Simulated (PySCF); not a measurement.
**Gas-phase XPS of `C=C(C)O[SiH2-]`, computed**

C3H7OSi (charge -1).
Bonds: C1–C2 (double), C2–C3, C2–O4, O4–Si5. Hydrogens: H6, H7 on C1; H8, H9, H10 on C3; H11, H12 on Si5.

Theory: delta-SCF UKS SCAN, pcX-2 on the ionised atom, pcseg-1 elsewhere, spin-free X2C (PySCF 2.14.0). Each binding energy is the total energy of the core-ionised species, with the hole localised on one atom, minus that of the ground state; both are solved self-consistently, so orbital relaxation is included.

Q: Give the core binding energies atom by atom.

A: 
```json
{"atom(s)": "Si5", "bonded to": "O and 2 H", "level": "Si 1s", "binding energy (eV)": "1840.13", "2p1/2 (eV)": "–", "above the level's lowest (eV)": "0.00", "count": "1"}
{"atom(s)": "O4", "bonded to": "C and Si", "level": "O 1s", "binding energy (eV)": "532.91", "2p1/2 (eV)": "–", "above the level's lowest (eV)": "0.00", "count": "1"}
{"atom(s)": "C3", "bonded to": "C and 3 H", "level": "C 1s", "binding energy (eV)": "286.52", "2p1/2 (eV)": "–", "above the level's lowest (eV)": "+1.56", "count": "1"}
{"atom(s)": "C1", "bonded to": "C (double bond) and 2 H", "level": "C 1s", "binding energy (eV)": "284.96", "2p1/2 (eV)": "–", "above the level's lowest (eV)": "0.00", "count": "1"}
{"atom(s)": "Si5", "bonded to": "O and 2 H", "level": "Si 2p3/2", "binding energy (eV)": "100.32", "2p1/2 (eV)": "100.95", "above the level's lowest (eV)": "0.00", "count": "1"}
```

The listed C 1s values span 1.56 eV, from C1 (bonded to C (double bond) and 2 H) to C3 (bonded to C and 3 H). Summing the Pauling electronegativity differences to the bonded atoms, each weighted by its formal bond order, gives -0.70 for the lowest site and -1.05 for the highest; the largest sum, -0.70, belongs to C1, 1.56 eV below the top. The smallest sum, -1.05, belongs to C3, 1.56 eV above the lowest.

Q: What is the longest wavelength that can ionise C 1s of C1 vertically?

A: λ = hc/E = 12398.42 eV Å / 284.96 eV = 43.509 Å.

Q: Express the binding energy of C 1s of C1 in atomic units and per mole.

A: 284.96 eV = 10.4721 Eh = 27494 kJ/mol.

The list is incomplete; no value stands for C 1s of C2 (hole states with ⟨S²⟩ of 1 or more are left out). Spin–orbit coupling isn't in the SCF: each 2p doublet comes from a relaxed spin-free hole plus a matrix of the shell (mean-field spin–orbit coupling and the ground-state 2p splitting), with 2p3/2 averaged over its two sublevels. 2p1/2 minus 2p3/2 (ligand field included): Si 0.63 eV. The species carries charge -1, so core ionisation leaves a neutral species. The basis sets have no added diffuse functions. The structure is a single GFN2-xTB conformer in the gas phase; no vibrational or solvent corrections.

On one thread, Arm Neoverse V2 (aarch64), shared host, this took 45 s of wall time and 0.57 GiB of memory at its peak.

The values belong to the conformer `[CH2:1]=[C:2]([CH3:3])[O:4][SiH2-:5]`: C1–C2–O4–Si5 180°.
